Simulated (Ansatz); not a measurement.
This geometry of C3H7FSSi (13 atoms, charge 0, multiplicity 1) is a first-order saddle point.

Level of theory: Ansatz 0.2.0, RKS PBE0-D4/cc-pVDZ.

```xyz
13
Properties=species:S:1:pos:R:3
C 1.578 -1.994 -0.539
C 1.092 -1.001 0.201
F 1.727 0.185 0.272
S -0.346 -1.092 1.207
C -0.954 0.626 1.116
Si -1.050 1.397 -0.632
H 1.021 -2.923 -0.639
H 2.546 -1.883 -1.028
H -1.969 0.565 1.538
H -0.357 1.259 1.789
H -0.020 2.472 -0.783
H -0.840 0.344 -1.673
H -2.408 2.009 -0.814
```

Problem. Which two structures does it join? (They come from a converged band through this point; their orientation in space is the band's.)

Solution. No bond is made or broken. The dihedral S4–C5–Si6–H12 goes from -58 to 62°. The two ends are copies of one structure, up to a mirror image or an exchange of like atoms.

First end point:

```xyz
13
Properties=species:S:1:pos:R:3
C 0.768 -2.362 -0.614
C 0.775 -1.343 0.242
F 1.900 -0.644 0.477
S -0.592 -0.845 1.230
C -0.432 0.972 1.123
Si -0.761 1.647 -0.622
H -0.163 -2.880 -0.835
H 1.698 -2.687 -1.081
H -1.186 1.359 1.826
H 0.557 1.267 1.506
H -0.556 3.134 -0.628
H 0.183 1.016 -1.596
H -2.171 1.333 -1.013
```

Last end point:

```xyz
13
Properties=species:S:1:pos:R:3
C 1.776 -1.746 -0.606
C 1.228 -0.931 0.292
F 1.903 0.134 0.761
S -0.343 -1.168 1.045
C -0.955 0.553 1.084
Si -1.295 1.261 -0.646
H 1.195 -2.568 -1.019
H 2.811 -1.599 -0.916
H -1.892 0.502 1.661
H -0.248 1.172 1.656
H -0.048 1.206 -1.472
H -2.373 0.459 -1.306
H -1.738 2.689 -0.520
```

Problem. How far does it lie above each of them?

Solution. 6.6 kJ/mol above the first and 6.6 kJ/mol above the second. This is the barrier of this one path; another mechanism may lie lower.

The run took 13 min on 2 threads of Arm Neoverse N1, on a shared host, peak memory 0.35 GiB.
